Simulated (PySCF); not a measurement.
Stepwise substitution at one centre (Ge H-SiH3). All species are isolated molecules in the gas phase. Strings in code marks are SMILES.

These are PBE-D3(BJ)/def2-TZVP // PBE0-D3(BJ)/def2-SVP run with PySCF values and carry that method's errors. All candidates: neutral, multiplicity 1. 

- dipole moment = 0.00 D
- HOMO–LUMO gap = 8.51 eV
- HOMO = -8.34 eV

Q: Say which member has these values.
A) `[GeH4]`
B) `[SiH3][GeH]([SiH3])[SiH3]`
C) `[SiH3][GeH3]`
D) `[SiH3][GeH2][SiH3]`

A: A, `[GeH4]`. The others give `[SiH3][GeH3]`: 0.06 D, 6.72 eV, -7.19 eV; `[SiH3][GeH]([SiH3])[SiH3]`: 0.13 D, 5.87 eV, -6.86 eV; `[SiH3][GeH2][SiH3]`: 0.04 D, 5.97 eV, -6.88 eV
